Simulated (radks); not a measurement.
Problem. Numerical settings for the germanium ion Ge18+, [Ne] 3s2 3p2. Calculated with a radial shooting solver on a logarithmic mesh with Libxc functionals: Dirac Kohn-Sham, PBE, spin-unpolarised, spherical densities, finite nucleus; open shells are shared between the two j in proportion to 2j + 1; Fermi nuclear charge, rms radius 4.0742 fm. The defaults (mesh step 0.008 in ln r, mesh end at 40 bohr or more with all orbitals vanishing there, Anderson mixing 0.5 over 9 steps, residual threshold near 1e-9 with the energy settled to 1e-9 hartree or 1e-11 of itself, here a cap of 91 iterations) give E = -1920.3817 hartree and 3p3/2 at -676.09 eV in 13 iterations. Run on one thread of a shared host, so times are rough (Intel(R) Xeon(R) Platinum 8488C): 0.05 s of CPU time, 0.05 s wall, 13 iterations on 2189 mesh points. One setting is changed at a time: mesh step in ln r 0.003; mesh step in ln r 0.03; mesh step in ln r 0.05; mesh end (bohr) 1; mesh end (bohr) 2; residual threshold 1e-05; residual threshold 0.1; mixing 1.5; linear mixing, mixing 0.05; linear mixing, mixing 0.8; mixing history 20; iteration cap 3. Which runs fail to converge, and which converge to a wrong energy?

Solution. Not converged within the cap: linear mixing, mixing 0.05; iteration cap 3. Settings that end as converged yet miss the energy by more than 1 mhartree: mesh end (bohr) 1 (+2.27 hartree).
